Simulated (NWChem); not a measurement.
Species: C₃H₄N₃ cation; SMILES c1nc[nH+]cn1

```xyz
10

C      0.0000     0.0000    -1.3461
N     -1.1984     0.0000    -0.7271
C     -1.1779     0.0000     0.5913
N      0.0000     0.0000     1.2783
C      1.1779     0.0000     0.5913
N      1.1984     0.0000    -0.7271
H      0.0000     0.0000    -2.4512
H     -2.1154     0.0000     1.1763
H      0.0000     0.0000     2.3116
H      2.1154     0.0000     1.1763
```
Atoms are numbered in this order, from 1.

Computed with NWChem. Structure relaxed at the PBE-D3(BJ)/def2-SVP level.

What does the run give for BLYP/def2-SVP? Quantities: highest occupied level (eV); orbital gap (eV).


```json
{
 "highest occupied level (eV)": "-11.88",
 "orbital gap (eV)": "2.83"
}
```
